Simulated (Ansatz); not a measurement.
Ansatz results at the PBE0-D4/def2-TZVP geometry: LUMO energy (PBE/def2-TZVPP) -1.93 eV; HOMO–LUMO gap (B3LYP/def2-TZVPP) 4.68 eV; LUMO energy (PBE0/def2-TZVPP) -1.11 eV.

Each molecule was computed in one conformer, which needn't be the lowest.

(1) Which molecule gave them?
A. `[F][Al]1[AlH][Zn]1`
B. `C=C(Cl)BOC`
C. `CBC#CCC`
D. `O[SiH]1C[Te]1`

Answers

(1) D. The others give `CBC#CCC`: -2.41, 5.40, -1.49; `C=C(Cl)BOC`: -2.27, 5.68, -1.33; `[F][Al]1[AlH][Zn]1`: -3.16, 3.48, -2.51.

B3LYP here is the variant with VWN-RPA as its local correlation; programs differ in this.
